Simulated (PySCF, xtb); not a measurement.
Si(F)(NH2)3 (FH6N3Si), SMILES N[Si](N)(N)F. The values are those of a single conformer.

Harmonic wavenumbers (cm⁻¹) from GFN2-xTB (xtb) at its own minimum, in rising order: 128, 159, 188, 206, 223, 251, 272, 275, 502, 532, 554, 722, 795, 801, 818, 883, 947, 981, 1518, 1519, 1524, 3489, 3494, 3498, 3523, 3534, 3538.

### Question
What does PySCF with PBE-D3(BJ)/def2-SVP give at its own minimum? (The exact figures need the calculation; the answer reports its results.)

### Answer
140, 199, 250, 252, 321, 325, 333, 363, 412, 417, 445, 714, 754, 794, 796, 863, 915, 958, 1475, 1487, 1488, 3499, 3500, 3512, 3597, 3597, 3617. Paired by order, the mean absolute difference is 48 cm⁻¹ and the zero-point energies are 49.9 and 50.1 kcal/mol.
